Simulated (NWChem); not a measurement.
Molecule: C3H9Sb; SMILES [CH3][Sb]([CH3])[CH3]

Computed with NWChem. All runs use the structure optimised with PBE-D3(BJ)/def2-SVP. No frequency run checked for a minimum. def2 effective core potentials on Sb; no spin-orbit coupling. Vertical excitations in the gas phase.

Estimate the computed values for B3LYP/def2-SVP, TDA. Quantities: lowest excitation, singlet (eV); orbital gap (eV).


```json
{
  "lowest excitation, singlet (eV)": "5.98",
  "orbital gap (eV)": "6.52"
}
```
